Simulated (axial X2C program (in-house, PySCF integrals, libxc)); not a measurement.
**BSe⁺: from the spin-free to the two-component result**

All values were computed with an in-house relativistic program for diatomic molecules. Spin-free means the one-electron spin-free X2C Hamiltonian; two-component (2c) means X2C with spin–orbit coupling and atomic mean-field two-electron Coulomb and Gaunt terms, so the difference of the two also holds small scalar two-electron terms. Basis: Se dyall-cv3z [8s9p6d4f1g], B dyall-v3z [7s6p2d1f] (cores contracted in-house); Gaussian nuclei, density fitting, unrestricted open shells. Masses: Se 79.917 u, B 11.009 u.

Spin-free state: M_S = 1, Λ = 1 (beyond evenly filled blocks: σα, π+α, π+β, π-α); fragments Se + B+.

| level | Re (Å) | ωe (cm⁻¹) | De (eV) | μ (D) |
| --- | --- | --- | --- | --- |
| PBE0 | 1.838 | 806.0 | 3.192 | 2.80 |
| HF | 1.838 | 793.0 | 1.899 | 3.51 |
| CCSD | 1.849 | 778.9 | 2.254 | n/a |
| CCSD(T) | 1.856 | 777.1 | 2.453 | n/a |
| M06 | 1.840 | 788.6 | 3.029 | 2.64 |

Correlated methods: 8 electrons correlated (number of frozen shells: Se 3 s, 2 p, 1 d; B 1 s), 192 virtual spin orbitals or spinors in MP2, 90 natural virtuals in coupled cluster.

Dipoles are positive if B is the positive end and refer to the centre of mass.

Two-component determinant lowest at the distance of the search:

Ω = 2 (⟨Sz⟩ = 1.00, ⟨Lz⟩ = 1.00 at HF); fragments Se + B+.

| level | Re (Å) | ωe (cm⁻¹) | De (eV) | μ (D) |
| --- | --- | --- | --- | --- |
| PBE0 | 1.839 | 803.3 | 3.237 | 2.80 |
| HF | 1.838 | 790.2 | n/a | 3.52 |
| CCSD | 1.851 | 774.9 | 2.236 | n/a |
| CCSD(T) | 1.857 | 773.3 | 2.429 | n/a |
| M06 | 1.841 | 786.0 | 2.997 | 2.65 |

Problem. From the two tables, how do the constants change at the CCSD(T) level (2c against spin-free)?

Solution. At the CCSD(T) level Re rises by 0.001 Å and ωe decreases by 3.8 cm⁻¹; De changes by -0.024 eV.

Occupations by symmetry block were frozen at the best pattern of an incomplete PBE0 search. Dissociation energies refer to the lowest single-determinant-based atoms at the same level and basis. De is not given where an atomic determinant may have missed its ground term or J level, or where the truncated virtual space spoils (T). Density functionals use the spin component along the axis (collinear). CCSD and (T) use frozen natural virtuals with an MP2 correction for the truncation; (T) itself is uncorrected, so its De runs slightly low. PBE0 can misorder states that lie within some tenths of an eV, so this need not be the ground state of the molecule. The nearest other spin-free determinant of the search, M_S = 0, Λ = 1, lies 0.10 eV up at the distance of the search. Without a current term, density functionals place determinants with orbital angular momentum somewhat too high. With several unpaired electrons one determinant need not be a pure state. A state of lower Ω lies just above, and one determinant can place such states too high, so the state shown need not be the lowest. The search has Ω = 1 only 0.11 eV up. Open-shell Ω = 0 determinants with evenly filled partner blocks cannot be reached by this program, so the Ω shown need not be the lowest component.
